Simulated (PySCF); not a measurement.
## How methods differ on the fine-structure interval of Au²⁺

Au²⁺ [Xe] 4f14 5d9 [5d3/2^4 5d5/2^5, M_J = 5/2] → Au²⁺ [Xe] 4f14 5d9 [5d3/2^3 5d5/2^6, M_J = 3/2], as a difference of total energies. All numbers are calculated (PySCF 2.14, the two-component X2C-1e Hamiltonian, in x2c-TZVPall-2c (11s11p10d2f, 108 functions)). Correlated levels: [Kr] 4d10 4f14 frozen; the 34 highest virtual spinors dropped. "Screened" scales the spin-orbit matrix elements by Boettger's factors to mimic the two-electron term; Breit and QED terms are absent.

```json
{"method": "GHF (screened spin-orbit)", "fine-structure interval (cm⁻¹)": "13175"}
{"method": "GMP2 (screened spin-orbit)", "fine-structure interval (cm⁻¹)": "13926"}
{"method": "GHF (bare spin-orbit)", "fine-structure interval (cm⁻¹)": "15262"}
```
